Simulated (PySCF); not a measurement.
## Correlation energy of Br⁺ (bromine, charge +1)

[Ar] 3d10 4s2 4p4, high-spin 3P determinant. Computed with PySCF 2.14 in def2-SVP (5s4p3d, 32 functions), with the non-relativistic Hamiltonian (point nucleus). Frozen: [Ar] 3d10; 6 electrons correlated.

MP2 pair energies summed by pair of shells (mhartree):

```csv
pair,energy,share (%)
4p-4p,-37.64,48.7
4s-4p,-33.47,43.3
4s-4s,-6.23,8.0
```

Total MP2 correlation energy: -77.34 mhartree.

Same-spin part -19.00 and opposite-spin part -58.34 mhartree; SCS-MP2 scales them by 1/3 and 6/5 to -76.34 mhartree.

```tsv
level	correlation energy (mhartree)
CCSD	-93.73
(T)	-1.15
CCSD(T)	-94.88
```

Diagnostics: T1 = 0.0062, D1 = 0.0211, largest double amplitude 0.054.

Cost of the coupled-cluster step: 0.15 s of wall time on 1 thread of Neoverse-V1 (shared host), for 6 correlated electrons.

Iterations:

```
CC2 = 0
CCSD nocc = (np.int64(4), np.int64(2)), nmo = (18, 18)
frozen orbitals [[0, 1, 2, 3, 4, 5, 6, 7, 8, 9, 10, 11, 12, 13], [0, 1, 2, 3, 4, 5, 6, 7, 8, 9, 10, 11, 12, 13]]
max_cycle = 100
direct = 0
conv_tol = 1e-08
conv_tol_normt = 1e-06
diis_space = 8
diis_start_cycle = 0
Init t2, MP2 energy = -0.0773374439589942
Init E_corr(UCCSD) = -0.077337443972445
cycle = 1  E_corr(UCCSD) = -0.0900562564125768  dE = -0.0127188124  norm(t1,t2) = 0.0353082
cycle = 2  E_corr(UCCSD) = -0.0926479100127937  dE = -0.0025916536  norm(t1,t2) = 0.0109399
cycle = 3  E_corr(UCCSD) = -0.0937480139036758  dE = -0.00110010389  norm(t1,t2) = 0.00408176
cycle = 4  E_corr(UCCSD) = -0.0937259915838348  dE = 2.20223198e-05  norm(t1,t2) = 0.000389099
cycle = 5  E_corr(UCCSD) = -0.0937292048519925  dE = -3.21326816e-06  norm(t1,t2) = 6.96527e-05
cycle = 6  E_corr(UCCSD) = -0.0937289219618568  dE = 2.82890136e-07  norm(t1,t2) = 1.13912e-05
cycle = 7  E_corr(UCCSD) = -0.0937290256401912  dE = -1.03678334e-07  norm(t1,t2) = 2.24433e-06
cycle = 8  E_corr(UCCSD) = -0.0937289870221963  dE = 3.86179949e-08  norm(t1,t2) = 3.69505e-07
cycle = 9  E_corr(UCCSD) = -0.0937289918808858  dE = -4.85868952e-09  norm(t1,t2) = 5.88721e-08
UCCSD converged
E(UCCSD) = -2571.778901621346  E_corr = -0.09372899188088582
UCCSD(T) correction = -0.001151081832103
```
